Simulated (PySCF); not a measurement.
H4O2SSi, SMILES O[SiH](O)S. Geometry optimised at TPSSh-D3(BJ)/def2-SVP. Other conformers were not sampled.

Method: TPSSh-D3(BJ)/def2-SVP run with PySCF.

Harmonic wavenumbers (cm⁻¹): 145, 197, 226, 259, 313, 357, 498, 696, 777, 796, 823, 866, 914, 973, 2310, 2686, 3827, 3838. Rotational constants (GHz): 6.558, 3.233, 2.418; symmetry number 1.

Work out the zero-point energy and the ideal-gas rigid-rotor harmonic-oscillator thermochemistry at 298.15 K and 1 atm.

ZPE = ½ Σ hcν = ½ × 20501 cm⁻¹ = 29.31 kcal/mol. H − E(el) = 34.00 kcal/mol. Entropy in cal/(mol K): translation 39.60, rotation 26.24, vibration 12.96, total 78.80. G − E(el) = 10.50 kcal/mol. Cp = 23.95 cal/(mol K). Modes under 150 cm⁻¹ make the vibrational entropy uncertain.
